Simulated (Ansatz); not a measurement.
Reaction (ligand exchange at the Al–C bond): `C#[C][Al]([NH2])[F]` + `N[SiH3]` → `[NH2][Al]([F])[NH][SiH3]` + `C#C`

Gas-phase electronic energies from Ansatz, PBE0-D4/def2-TZVP geometries. CCSD(T)/CBS is the MP2 limit (def2-TZVPP, def2-QZVPP) plus CCSD(T) − MP2 in def2-TZVPP, frozen cores. This one scheme is used for every species. DFT in def2-TZVPP. B3LYP here is the variant with VWN-RPA as its local correlation; programs differ in this. One conformer a species, not always the lowest.

`C#[C][Al]([NH2])[F]`:

Cartesian coordinates in Å:
```
C 2.502 0.082 -0.325
C 1.296 0.085 -0.416
Al -0.592 0.088 -0.539
N -1.603 -0.167 0.867
F -1.313 0.333 -1.998
H 3.566 0.079 -0.249
H -2.609 -0.177 0.865
H -1.246 -0.324 1.795
```

`N[SiH3]`:

```xyz
7

N     0.889   -0.572   -0.146
Si   -0.494    0.435    0.038
H     0.861   -1.342   -0.794
H     1.445   -0.806    0.660
H    -0.950    0.837   -1.318
H    -1.663   -0.180    0.735
H    -0.088    1.628    0.825
```

`[NH2][Al]([F])[NH][SiH3]`:

```xyz
11

N    -1.172   -1.636   -0.729
Al   -1.077    0.107   -0.895
F    -2.152    0.880   -1.879
N     0.130    1.097   -0.051
Si    1.368    0.600    1.035
H    -1.848   -2.215   -1.196
H    -0.560   -2.192   -0.155
H     0.087    2.092   -0.228
H     1.218    1.199    2.391
H     1.273   -0.880    1.159
H     2.732    0.948    0.549
```

`C#C`:

```xyz
4

C     0.268    0.362   -0.394
C    -0.268   -0.362    0.394
H     0.745    1.005   -1.096
H    -0.745   -1.005    1.096
```

(1) Is it downhill or uphill in electronic energy at CCSD(T)/CBS, and by how much? (Estimate.)

(2) What do these levels give: B3LYP-D4, ωB97X-V, B3LYP, SCS-MP2/def2-QZVPP, MP2/CBS(def2), CCSD/CBS(def2)? (Estimate.)

Largest T1 diagnostic among the species: 0.013.

Results:

(1) Computed: Downhill: ΔE = -37.4 kJ/mol.

(2) Computed: B3LYP-D4 -36.0, ωB97X-V -35.6, B3LYP -30.8, SCS-MP2/def2-QZVPP -36.8, MP2/CBS(def2) -37.5, CCSD/CBS(def2) -37.8 kJ/mol.

The D4 term adds −5.1 kJ/mol with B3LYP and −2.9 kJ/mol with PBE0; it sums over pairs of atoms, weighted by their polarisabilities, and B3LYP, whose exchange is more repulsive, gets the larger term. In def2-TZVPP, CCSD(T) changes the Hartree–Fock value by −3.6 kJ/mol (the triples alone add +0.4 kJ/mol) and MP2 by −3.8 kJ/mol.
